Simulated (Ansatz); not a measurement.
Te₃⁻. Total charge -1; doublet. Geometry PBE0-D4/def2-SVPD, basis def2-TZVPD, Ansatz.

Cartesian coordinates in Å:
```
Te 0.367 1.792 -1.381
Te -0.151 -2.224 0.535
Te -0.216 0.432 0.846
```

| run | HOMO (eV) | LUMO (eV) |
| --- | --- | --- |
| A | -0.68 | 0.15 |
| B | -2.12 | 1.07 |
| C | -0.66 | 0.07 |
| D | -3.29 | 1.92 |
| E | -1.39 | 0.51 |

In the def2 sets Te takes a core potential; there is no spin–orbit coupling. The structure comes from a short search, and lower isomers may exist.

HOMO and LUMO are taken over both spins.

The runs used B97M-V, BHLYP, PBE0, r2SCAN, ωB97X-V. Estimate which is which.

A B97M-V (0 % exact exchange); B BHLYP (50 % exact exchange); C r2SCAN (0 % exact exchange); D ωB97X-V (range-separated); E PBE0 (25 % exact exchange). Exact exchange lowers occupied and raises empty levels; among semilocal functionals meta-GGAs tend to open the gap a little, and such runs are hard to tell apart. The gap grows from 0.73 eV (r2SCAN) to 5.21 eV (ωB97X-V).
